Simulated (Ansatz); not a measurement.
Total energies of (H3Si)2NMe (CH9NSi2) from Ansatz at PBE0-D4/def2-TZVP, gas phase (1 Eh = 27.2114 eV = 2625.5 kJ/mol). The reference geometry is relaxed at r2SCAN-D4/def2-SVP.

```tsv
state	geometry	energy (Eh)
charge 0 singlet	reference	-676.97545
charge 1 doublet	reference	-676.64795
free Si atom (triplet)	–	-289.24943
free H atom (doublet)	–	-0.50104
free N atom (quartet)	–	-54.54382
free C atom (triplet)	–	-37.80537
```

Question: Work out the vertical ionisation energy to the doublet.

Answer: E(charge 1 doublet) − E(charge 0 singlet) = -676.64795 − (-676.97545) = 0.32750 Eh = 8.91 eV. For comparison, −ε of the highest occupied level is 7.04 eV at this level, 1.87 eV less.

Question: What is the binding energy per atom against free atoms?

Answer: Atoms: 2 × (-289.24943) + 9 × (-0.50104) + 1 × (-54.54382) + 1 × (-37.80537) = -675.35741 Eh. Binding: -675.35741 − (-676.97545) = 1.61804 Eh = 44.03 eV, or 3.39 eV for each of 13 atoms (no zero-point energy, no counterpoise term).
